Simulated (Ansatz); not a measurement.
BaF2 (SMILES [F][Ba][F]) moved off its minimum; all values from Ansatz (an electronic-structure program), cores frozen in correlated methods. Elements past Kr take the def2 small-core potentials, without spin–orbit coupling.
(charge 0, multiplicity 1)
```xyz
3

Ba     0.20953     0.11693    -0.36224
F     -1.26121     1.48334    -1.06981
F     -0.47219    -1.37824     1.55456
```

Problem. Give the forces (eV/Å), the total energy and the dipole at CCSD(T)/def2-TZVPPD.

Solution. 
```tsv
atom	Fx	Fy	Fz
Ba1	0.677	-1.979	1.750
F2	-1.147	1.166	-0.658
F3	0.470	0.813	-1.092
```
Energy -224.7903 hartree, dipole 8.52 D.
